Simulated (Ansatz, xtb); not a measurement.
**Relaxing a trial structure of GaH7N2OSi**

The starting geometry of this gas-phase singlet was built from a drawn formula by distance geometry; its bonds are those of `N[Si](N)(O)[GaH2]`.

```yaml
atoms:
  - { symbol: Ga, position_ang: [-2.3678, -0.6505, 1.8945] }
  - { symbol: N, position_ang: [0.4001, 0.8535, 2.6774] }
  - { symbol: N, position_ang: [-1.1377, 2.1948, 0.5469] }
  - { symbol: O, position_ang: [0.1623, -0.2328, -0.0516] }
  - { symbol: Si, position_ang: [-0.6514, 0.6599, 1.1966] }
  - { symbol: H, position_ang: [1.2441, 0.3040, 2.5827] }
  - { symbol: H, position_ang: [0.5628, 1.8660, 2.8008] }
  - { symbol: H, position_ang: [-2.1827, 2.1927, 0.2288] }
  - { symbol: H, position_ang: [-0.9543, 2.9568, 1.2045] }
  - { symbol: H, position_ang: [0.8330, 0.2582, -0.5183] }
  - { symbol: H, position_ang: [-3.6135, -0.6385, 0.9466] }
  - { symbol: H, position_ang: [-1.9664, -2.0988, 1.8980] }
```

Problem. Predict what it relaxes into with r2SCAN-D4/def2-SVP.

Solution. It keeps its bonds, and is `N[Si](N)(O)[GaH2]`.

The energy falls by 1.57 eV over 13 steps:

| step | E − E(last) (eV) |
| --- | --- |
| 1 | 1.575 |
| 2 | 0.640 |
| 4 | 0.129 |
| 5 | 0.087 |
| 6 | 0.081 |
| 8 | 0.005 |
| 9 | 0.001 |
| 10 | 0.001 |
| 12 | 0.000 |
| 13 | 0.000 |

Final geometry (Å):

```yaml
atoms:
  - { symbol: Ga, position_ang: [-2.2632, -0.9643, 1.6173] }
  - { symbol: N, position_ang: [0.3866, 0.9172, 2.5169] }
  - { symbol: N, position_ang: [-1.0461, 2.3108, 0.6881] }
  - { symbol: O, position_ang: [0.0850, 0.0237, -0.2686] }
  - { symbol: Si, position_ang: [-0.6007, 0.6854, 1.1173] }
  - { symbol: H, position_ang: [0.6811, 0.1188, 3.0704] }
  - { symbol: H, position_ang: [1.0849, 1.6566, 2.5422] }
  - { symbol: H, position_ang: [-1.6078, 2.4542, -0.1469] }
  - { symbol: H, position_ang: [-1.3591, 2.9367, 1.4254] }
  - { symbol: H, position_ang: [0.6904, 0.6099, -0.7440] }
  - { symbol: H, position_ang: [-3.7118, -0.9033, 0.9983] }
  - { symbol: H, position_ang: [-2.0106, -2.1805, 2.5906] }
```

From the same start GFN2-xTB ends elsewhere, differing in Ga1–O4 (2.10 against 3.17 Å here).

The end wasn't checked by frequencies. Run with Ansatz 0.2.0, 62 s on 2 threads of Arm Neoverse V2, with other jobs on the host.
